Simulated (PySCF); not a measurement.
TeHI, SMILES [TeH]I. Coordinates come from a PBE0-D3(BJ)/def2-TZVP optimisation. The def2 effective core potentials stand for the cores of I, Te; spin–orbit coupling is left out.

The numbers are results of PBE0-D3(BJ)/def2-TZVP (PySCF), not measurements.

Harmonic wavenumbers (cm⁻¹): 213, 607, 2146. Rotational constants (GHz): 184.3, 1.095, 1.088; symmetry number 1.

Task: Work out the zero-point energy and the ideal-gas rigid-rotor harmonic-oscillator thermochemistry at 298.15 K and 1 atm.

Result: ZPE = ½ Σ hcν = ½ × 2966 cm⁻¹ = 17.74 kJ/mol. H − E(el) = 29.49 kJ/mol. Entropy in J/(mol K): translation 177.88, rotation 103.75, vibration 10.27, total 291.90. G − E(el) = -57.54 kJ/mol. Cp = 45.16 J/(mol K).
